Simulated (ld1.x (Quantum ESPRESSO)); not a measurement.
# Pd (Z = 46), TM: configuration errors across variants

* Element: Pd
* Generator: ld1.x (Quantum ESPRESSO) 7.5
* Type: norm-conserving Troullier–Martins (Kleinman–Bylander form)
* Functional: PBE
* Relativity: scalar-relativistic
* Frozen core: [Ar] 3d10 4s2
* Valence charge: 16
* Reference configuration: 4p6 4d8 5s0 5p0 (charge +2)
* Partial waves: 5s (bound, empty): rc 2.35 bohr; 4p (bound): rc 1.10 bohr; 4d (bound): rc 1.85 bohr
* Local potential: all-electron potential smoothed inside 1.65 bohr (lloc = -1)
* Core correction: Bessel-smoothed model core inside 0.80 bohr

All-electron excitation energies from the reference (eV): (1) 4p6 4d10 5s0 5p0 -29.934; (2) 4p6 4d9 5s0 5p0 -20.818; (3) 4p6 4d7 5s0 5p0 34.360; (4) 4p6 4d8 5s1 5p0 -16.294; (5) 4p6 4d9 5s0 5p1 -24.695; (6) 4p6 4d6 5s0 5p0 83.705; (7) 4p6 4d9 5s1 5p0 -28.433.

A true bound ghost makes a file unfit for plane-wave use even where its test errors are small: the radial tests pick states by their node count and pass the ghost by.

Errors AE − PS in meV (a dash: test not solved or not reliable):

| change | (1) | (2) | (3) | (4) | (5) | (6) | (7) | bound ghosts |
| --- | --- | --- | --- | --- | --- | --- | --- | --- |
| base | -21 | -6.8 | -16 | -6.7 | +21 | -62 | +12 | s |
| wave 4d (bound): rc 1.85 bohr becomes 4d (bound): rc 1.20 bohr | -18 | -6.7 | -18 | -7.4 | +22 | -79 | +14 | s |
| wave 4d (bound): rc 1.85 bohr becomes 4d (bound): rc 1.38 bohr | -18 | -6.5 | -18 | -7.3 | +22 | -79 | +14 | s |
| wave 4d (bound): rc 1.85 bohr becomes 4d (bound): rc 1.66 bohr | -19 | -6.7 | -18 | -7.1 | +22 | -76 | +13 | s |
| wave 4d (bound): rc 1.85 bohr becomes 4d (bound): rc 1.82 bohr | -20 | -6.9 | -16 | -6.8 | +21 | -66 | +13 | s |
| wave 4d (bound): rc 1.85 bohr becomes 4d (bound): rc 2.14 bohr | -23 | -5.9 | -6.8 | -6.1 | +20 | -1.0 | +8.0 | s |
| wave 4d (bound): rc 1.85 bohr becomes 4d (bound): rc 2.32 bohr | -22 | -3.4 | +4.5 | -6.7 | +20 | +68 | +3.9 | s |
| wave 4d (bound): rc 1.85 bohr becomes 4d (bound): rc 2.80 bohr | +12 | +19 | +69 | -17 | +27 | +426 | -12 | s |

Question: Give the same row for: wave 4d (bound): rc 1.85 bohr becomes 4d (bound): rc 2.52 bohr.

Answer: -16, +2.3, +24, -9.1, +21, +181, -2.2; bound ghosts: s.
